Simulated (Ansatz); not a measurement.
Reactions of `[F][AlH][SeH]`.

Isolated molecules relaxed with PBE0-D4/def2-TZVP in Ansatz; ΔE leaves out vibrations. CCSD(T)/CBS is the MP2 limit (def2-TZVPP, def2-QZVPP) plus CCSD(T) − MP2 in def2-TZVPP, frozen cores. This one scheme is used for every species. Double bonds are as drawn, so ΔE can hold a change between cis and trans. For Se outer-core shells are correlated without core-valence functions, which leaves a few kJ/mol of doubt a bond. Scalar relativity is left out up to krypton. Each species was taken in one conformer, which may not be the lowest.

(1) Order these by ΔE at CCSD(T)/CBS, lowest first. (Best estimate.)
A. `[F][AlH][SeH]` + H₂ → `[AlH2][SeH]` + H–F
B. `[F][AlH][SeH]` + `O[SiH](F)[SiH2]S` → `[F][Al]([F])[SeH]` + `O[SiH2][SiH2]S`
C. `[F][AlH][SeH]` + `ClCCCCCl` → `Cl[CH2][AlH][SeH]` + `FCCCCl`
D. `[F][AlH][SeH]` + `N[SiH3]` → `[SiH3][NH][AlH][SeH]` + H–F
E. `[F][AlH][SeH]` + `N[SiH3]` → `[F][AlH][NH][SiH3]` + H₂Se
F. `[F][AlH][SeH]` + `[AlH2][CH2]OCS` → `[AlH2][AlH][SeH]` + `FCOCS`
G. `[F][AlH][SeH]` + `CC/C=C(\F)Cl` → `C[CH2][AlH][SeH]` + `F/C=C(\F)Cl`
H. `[F][AlH][SeH]` + `C=C(O)[SiH3]` → `C=C([SiH3])[O][AlH][F]` + H₂Se

Largest T1 diagnostic: 0.013, for `C=C([SiH3])[O][AlH][F]`.

Results:

(1) B (-6.7 kcal/mol), H (-3.1 kcal/mol), E (+3.6 kcal/mol), D (+18.2 kcal/mol), A (+39.5 kcal/mol), F (+52.9 kcal/mol), C (+57.5 kcal/mol), G (+65.9 kcal/mol).
